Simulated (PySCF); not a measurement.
# C₆ coefficients of unlike pairs at HSE06

Calculated with PySCF 2.14 from the dipole response of each species, C₆(A,B) = (3/π) ∫ α_A(iu) α_B(iu) du, in atomic units, from isotropic polarisabilities. For ions this is the dispersion term alone; charge-induced terms of lower order in 1/R come first.

```json
{"species": "F", "configuration": "[He] 2s2 2p5 (2P)", "basis": "aug-cc-pCVQZ-DK (9s8p6d4f2g)", "relativity": "spin-free X2C", "α (bohr³)": "3.755", "C₆ (like pair)": "10.13"}
{"species": "F⁺", "configuration": "[He] 2s2 2p4 (3P)", "basis": "aug-cc-pCVQZ-DK (9s8p6d4f2g)", "relativity": "spin-free X2C", "α (bohr³)": "1.829", "C₆ (like pair)": "3.400"}
{"species": "Os", "configuration": "[Xe] 4f14 5d6 6s2 (5D)", "basis": "aug-cc-pwCVDZ-PP with ECP60MDF (6s6p5d3f)", "relativity": "core potential", "α (bohr³)": "55.88", "C₆ (like pair)": "613.8"}
```

Task: Estimate C₆ for F⁺ with F.

Result: The integral gives 5.802. The combination rule 2 C_A C_B / (C_A α_B/α_A + C_B α_A/α_B) gives 5.781 and the geometric mean 5.868.

No spin-orbit coupling is included.

The other pairs:

```
  pair     C₆
 Os, F  69.37
Os, F⁺  37.26
```
